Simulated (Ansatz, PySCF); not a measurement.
F₂H₅NSi₂, SMILES F[SiH2]N[SiH2]F. Atoms are numbered in the order given.

```xyz
10

Si     0.5324    -1.4564    -0.0881
F     -0.6520    -2.5696    -0.1210
N      0.0000     0.0000     0.6713
Si    -0.5324     1.4564    -0.0881
F      0.6520     2.5696    -0.1210
H      1.6440    -2.0603     0.6901
H      0.8865    -1.1406    -1.4941
H      0.0000     0.0000     1.6890
H     -1.6440     2.0603     0.6901
H     -0.8865     1.1406    -1.4941
```
Charge 0, spin multiplicity 1.

Geometry optimised at PBE0-D3(BJ)/def2-SVP. This is a generated structure with no PubChem entry under its InChIKey; it may be hypothetical. Other conformers were not sampled.

Two levels are set side by side: PBE-D3(BJ)/def2-SVP (Ansatz, a quantum-chemistry and plane-wave program) and PBE0-D3(BJ)/def2-SVP (Ansatz). Each level has its own optimised geometry; the coordinates shown are those of the second. Frequencies come from the Hessian of PySCF at each geometry. Differences are taken from unrounded values.

```json
[
 {"quantity": "mean bond length (Å)", "PBE0-D3(BJ)": "1.518"},
 {"quantity": "bond Si1–F2 (Å)", "PBE0-D3(BJ)": "1.626"},
 {"quantity": "bond Si1–N3 (Å)", "PBE0-D3(BJ)": "1.727"},
 {"quantity": "bond N3–Si4 (Å)", "PBE0-D3(BJ)": "1.727"},
 {"quantity": "bond Si4–F5 (Å)", "PBE0-D3(BJ)": "1.626"},
 {"quantity": "bond Si1–H6 (Å)", "PBE0-D3(BJ)": "1.485"},
 {"quantity": "bond Si1–H7 (Å)", "PBE0-D3(BJ)": "1.484"},
 {"quantity": "bond N3–H8 (Å)", "PBE0-D3(BJ)": "1.018"},
 {"quantity": "bond Si4–H9 (Å)", "PBE0-D3(BJ)": "1.485"},
 {"quantity": "bond Si4–H10 (Å)", "PBE0-D3(BJ)": "1.484"},
 {"quantity": "highest harmonic wavenumber (cm⁻¹)", "PBE0-D3(BJ)": "3613"},
 {"quantity": "mean harmonic wavenumber (cm⁻¹)", "PBE0-D3(BJ)": "1060"},
 {"quantity": "zero-point energy (kcal/mol)", "PBE0-D3(BJ)": "36.36"}
]
```

Task: What does PBE-D3(BJ) give, and how far is it from PBE0-D3(BJ)? (The exact figures need the calculation; the answer reports its results.)

Result: 
```json
[
 {"quantity": "mean bond length (Å)", "PBE-D3(BJ)": "1.530", "PBE-D3(BJ) minus PBE0-D3(BJ)": "0.012"},
 {"quantity": "bond Si1–F2 (Å)", "PBE-D3(BJ)": "1.641", "PBE-D3(BJ) minus PBE0-D3(BJ)": "0.015"},
 {"quantity": "bond Si1–N3 (Å)", "PBE-D3(BJ)": "1.740", "PBE-D3(BJ) minus PBE0-D3(BJ)": "0.013"},
 {"quantity": "bond N3–Si4 (Å)", "PBE-D3(BJ)": "1.740", "PBE-D3(BJ) minus PBE0-D3(BJ)": "0.013"},
 {"quantity": "bond Si4–F5 (Å)", "PBE-D3(BJ)": "1.641", "PBE-D3(BJ) minus PBE0-D3(BJ)": "0.015"},
 {"quantity": "bond Si1–H6 (Å)", "PBE-D3(BJ)": "1.497", "PBE-D3(BJ) minus PBE0-D3(BJ)": "0.012"},
 {"quantity": "bond Si1–H7 (Å)", "PBE-D3(BJ)": "1.495", "PBE-D3(BJ) minus PBE0-D3(BJ)": "0.011"},
 {"quantity": "bond N3–H8 (Å)", "PBE-D3(BJ)": "1.026", "PBE-D3(BJ) minus PBE0-D3(BJ)": "0.008"},
 {"quantity": "bond Si4–H9 (Å)", "PBE-D3(BJ)": "1.497", "PBE-D3(BJ) minus PBE0-D3(BJ)": "0.012"},
 {"quantity": "bond Si4–H10 (Å)", "PBE-D3(BJ)": "1.495", "PBE-D3(BJ) minus PBE0-D3(BJ)": "0.011"},
 {"quantity": "highest harmonic wavenumber (cm⁻¹)", "PBE-D3(BJ)": "3500", "PBE-D3(BJ) minus PBE0-D3(BJ)": "-114"},
 {"quantity": "mean harmonic wavenumber (cm⁻¹)", "PBE-D3(BJ)": "1023", "PBE-D3(BJ) minus PBE0-D3(BJ)": "-37"},
 {"quantity": "zero-point energy (kcal/mol)", "PBE-D3(BJ)": "35.11", "PBE-D3(BJ) minus PBE0-D3(BJ)": "-1.25"}
]
```

GGA bonds tend to be longer and softer than those of functionals with exact exchange. Differences between two approximate levels are no errors against the true value.
